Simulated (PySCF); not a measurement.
IrO₄, SMILES [O]=[Ir+](=[O])(=[O])=[O], charge +1, multiplicity 1. Atoms are numbered in the order given.

```xyz
5

Ir     0.0000     0.0000     0.0000
O     -0.9893     0.9893    -0.9893
O      0.9893     0.9893     0.9893
O      0.9893    -0.9893    -0.9893
O     -0.9893    -0.9893     0.9893
```
Charge +1, spin multiplicity 1.

Geometry: PBE-D3(BJ)/def2-SVP. The multiplicity is an assumed one; other spin states were not compared. The def2 effective core potentials stand for the cores of Ir; spin–orbit coupling is left out.

Calculation: PySCF 2.14.0 with PBE-D3(BJ)/def2-SVP.

Frequencies are harmonic and unscaled.

Modes within 1.5 cm⁻¹ of each other (mostly degenerate sets) share a row, with their intensities summed.

```tsv
mode	ν (cm⁻¹)	IR (km/mol)	moving atoms (share of kinetic energy)
1–5	320	4.0	O 100 %
6	935	0.0	O 100 %
7–9	946	62.8	O 90 %, Ir 10 %
```
